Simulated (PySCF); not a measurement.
Isomers C$_{5}$H$_{11}$NOSi$_{3}$:

A. `[Si@@H]1(OC(=C)C)[SiH2]C[Si@H]1C#N`
B. SMILES CC#C[SiH2]O[Si@@H]1C=C[SiH2]N1
C. SMILES C=C(C)O[Si@@H]1[SiH2]C[Si@@H]1C#N

Spectrum 1. $^{1}$H NMR (400 MHz, computed): δ 7.47 (m, 1H), 7.42 (m, 1H), 5.35 (m, 1H), 5.27 (m, 1H), 5.17 (m, 1H), 5.17 (m, 1H), 5.15 (m, 1H), 2.09 (s, 3H), 0.46 (br s, 1H). $^{13}$C{$^{1}$H} NMR (computed): δ 158.1 (CH), 156.1 (CH), 113.3 (C), 86.1 (C), 6.3 (CH3).

Spectrum 2. $^{1}$H NMR (400 MHz, computed): δ 6.34 (m, 1H), 5.10 (m, 1H), 4.99 (m, 1H), 4.68 (m, 1H), 4.61 (m, 1H), 4.49 (m, 1H), 2.31 (s, 3H), 0.74 (m, 1H), 0.55 (m, 1H). $^{13}$C{$^{1}$H} NMR (computed): δ 160.5 (C), 127.7 (C), 99.9 (CH2), 24.0 (CH3), -8.8 (CH2).

Spectrum 3. $^{1}$H NMR (400 MHz, computed): δ 6.56 (m, 1H), 5.28 (m, 1H), 4.76 (m, 1H), 4.70 (m, 1H), 4.30 (br s, 1H), 3.86 (br s, 1H), 1.93 (s, 3H), 1.00 (m, 1H), 0.79 (m, 1H). $^{13}$C{$^{1}$H} NMR (computed): δ 165.5 (C), 125.5 (C), 92.1 (CH2), 24.9 (CH3), -5.0 (CH2).

- PBE0/pcSseg-1 with gauge-including orbitals
- GFN2-xTB geometry
- code: PySCF 2.14
- fast rotation and ring inversion assumed for equivalent nuclei, non-relativistic, one conformer, no solvent

Scale: $^{1}$H, $^{13}$C vs TMS (reference shieldings calculated alike). Where no couplings were computed, multiplicities follow the n + 1 count of equivalent neighbours, and m marks all less simple cases (inequivalent or close neighbours, rings, F or P nearby). Shifts are as computed. Against solution values, carbons near 30 ppm lie about +3 ppm off and those near 130 ppm about +5 ppm (rms about the fit 2.1 ppm; single classes can miss by 10 ppm). Of 1328 compounds with measured shifts, 309 miss one by over three times the rms of a fit or turn the order of signals round; such compounds aren't used in these exercises. Signals without a measured value on file couldn't be tested in this way; 1H shifts scatter by 0.2 ppm about their fit, and single ones miss by 0.5 ppm. OH and NH positions are gas-phase values without hydrogen bonding to other molecules.

Question: Which spectrum belongs to which compound?

Answer: 1–B, 2–C, 3–A.

- Spectrum 1 (B): 5 $^{13}$C signals; δC 158.1 is an alkene CH; δC 156.1 is an alkene CH.
- Spectrum 2 (C): 5 $^{13}$C signals; δC 160.5 is an alkene carbon bearing oxygen; δC 127.7 is a nitrile carbon.
- Spectrum 3 (A): 5 $^{13}$C signals; δC 165.5 is an alkene carbon bearing oxygen; δC 125.5 is a nitrile carbon.
